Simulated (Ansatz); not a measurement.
An input meant for Ga5O14H13, a hydroxylated oxide cluster (charge 0, singlet; scaled by 1.05).

```yaml
crystal:
  periodic: [false, false, false]
  atoms:
    - {symbol: Ga, position_ang: [0.871405, -1.548779, -0.121927]}
    - {symbol: Ga, position_ang: [0.787731, 1.925733, -0.075575]}
    - {symbol: Ga, position_ang: [1.009523, -4.103784, 1.912348]}
    - {symbol: Ga, position_ang: [-1.709943, 0.074509, 1.362041]}
    - {symbol: Ga, position_ang: [0.350808, 2.303562, -3.025461]}
    - {symbol: O, position_ang: [0.077832, 3.526067, -1.443601]}
    - {symbol: O, position_ang: [0.627068, 2.964235, -4.770173]}
    - {symbol: O, position_ang: [0.990159, 2.938503, 1.541630]}
    - {symbol: O, position_ang: [1.032008, -1.122722, -1.999971]}
    - {symbol: O, position_ang: [-1.060400, -1.632396, 0.507429]}
    - {symbol: O, position_ang: [-3.567734, -0.070969, 1.704297]}
    - {symbol: O, position_ang: [-1.016319, 0.891400, -2.893409]}
    - {symbol: O, position_ang: [1.750581, 1.489321, -1.830097]}
    - {symbol: O, position_ang: [-1.181195, 1.280031, -0.158769]}
    - {symbol: O, position_ang: [-0.419519, 0.535421, 2.744910]}
    - {symbol: O, position_ang: [1.469815, 0.142387, 0.775939]}
    - {symbol: O, position_ang: [-0.884283, -3.862423, 2.076060]}
    - {symbol: O, position_ang: [1.788975, -3.089309, 0.557623]}
    - {symbol: O, position_ang: [1.799600, -5.345628, 3.078216]}
    - {symbol: H, position_ang: [-0.905143, 3.728800, -1.233860]}
    - {symbol: H, position_ang: [1.380984, 3.655689, -4.797751]}
    - {symbol: H, position_ang: [0.811036, 3.932046, 1.379283]}
    - {symbol: H, position_ang: [0.138604, -0.773201, -2.395553]}
    - {symbol: H, position_ang: [-1.245918, -2.498440, 1.089803]}
    - {symbol: H, position_ang: [-3.806748, 0.410970, 2.574443]}
    - {symbol: H, position_ang: [-1.669738, 0.835827, -3.678116]}
    - {symbol: H, position_ang: [1.719443, 0.415022, -1.948701]}
    - {symbol: H, position_ang: [-1.425408, 1.008697, -1.149570]}
    - {symbol: H, position_ang: [-0.172791, 1.542434, 2.707439]}
    - {symbol: H, position_ang: [0.996927, 0.183609, 1.732556]}
    - {symbol: H, position_ang: [-1.348523, -4.335865, 2.853828]}
    - {symbol: H, position_ang: [2.811164, -5.400725, 2.924655]}
basis:
  gaussian: {orbitals: STO-3G}
hamiltonian: {xc: {name: HF}}
correlation: {method: mp2, frozen_orbitals: {Ga: 0}}
scf: {omitted_lower_state_checks: [starts]}
```

```sh
$ ansatz run in.yaml --threads 2 --pin off --events-out ev --progress --plain --max-ram 32768MiB --backend cuda --devices 0, --max-vram 18GiB
```

Shortened log:

```
Functional definition: HF
Error: "frozen_orbitals" has no count for O
```

In this input frozen orbitals are typed for one element alone, and the program wants a count for each (the count typed has to fit that element's core, too). The program refused the input.
